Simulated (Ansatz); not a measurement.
BClHInO. Total charge 0; spin multiplicity 1. In takes the def2 core potential. The bonds changed during the relaxation, so this is another structure than the one it started from. The structure was optimised at the PBE0-D4/def2-TZVP level.

```xyz
5

Cl    0.267    1.589    0.457
In    1.088   -1.122    1.705
B    -0.341    0.135   -0.539
O    -0.056   -1.056   -0.110
H    -0.958    0.454   -1.512
```

(1) What is the dipole moment at PBE/def2-TZVPP? (Best estimate.)

(2) And with r2SCAN, B3LYP, ωB97M-V? (Best estimate.)

(3) Give the Mulliken charges with PBE, ωB97M-V, r2SCAN in def2-TZVPP. (Estimate.)

Answers

(1) Computed: 2.99 D, with components (1.38, -1.54, 2.16) D in this frame, pointing from negative to positive charge.

(2) Computed: r2SCAN 2.89 D, B3LYP 3.02 D, ωB97M-V 2.97 D.

(3) The calculation gave: 
| atom | PBE | ωB97M-V | r2SCAN |
| --- | --- | --- | --- |
| Cl1 | -0.25 | -0.25 | -0.28 |
| In2 | 0.50 | 0.53 | 0.54 |
| B3 | 0.16 | 0.16 | 0.26 |
| O4 | -0.39 | -0.49 | -0.50 |
| H5 | -0.01 | 0.04 | -0.02 |

B3LYP here is the variant with VWN-RPA as its local correlation; programs differ in this.
